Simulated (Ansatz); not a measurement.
Computed with Ansatz.

A structure relaxed at PBE0-D4/def2-TZVP, charge 0, multiplicity 1:

```csv
atom,x (Å),y (Å),z (Å)
C1,-0.726,2.797,-0.112
Si2,-0.584,1.575,-1.511
N3,-0.637,-0.071,-0.943
Ge4,-1.867,-1.283,-1.627
C5,0.230,-0.503,0.071
C6,1.489,0.085,0.233
C7,2.343,-0.327,1.241
C8,1.976,-1.344,2.109
C9,0.734,-1.940,1.954
C10,-0.130,-1.524,0.955
H11,0.087,2.676,0.607
H12,-0.689,3.818,-0.499
H13,-1.671,2.664,0.419
H14,0.659,1.859,-2.288
H15,-1.735,1.705,-2.441
H16,-2.335,-0.726,-2.976
H17,-3.075,-1.443,-0.682
H18,-1.156,-2.635,-1.783
H19,1.811,0.857,-0.457
H20,3.313,0.148,1.339
H21,2.648,-1.668,2.894
H22,0.425,-2.735,2.623
H23,-1.108,-1.986,0.877
```

Problem. Give its formula and SMILES.

Solution. C7H13GeNSi, `C[SiH2][N]([GeH3])c1ccccc1`.

Problem. Point group (tolerance 0.08 Å, 0.16 Å for H)?

Solution. C1.

Problem. Summarise the bond lengths by kind.

Solution. 1 × C–Si 1.863 Å; 8 × C–H 1.083 to 1.093 Å; 1 × N–Si 1.742 Å; 2 × H–Si 1.486 to 1.492 Å; 1 × Ge–N 1.857 Å; 1 × C–N 1.402 Å; 3 × Ge–H 1.532 to 1.542 Å; 6 × C–C 1.384 to 1.399 Å.
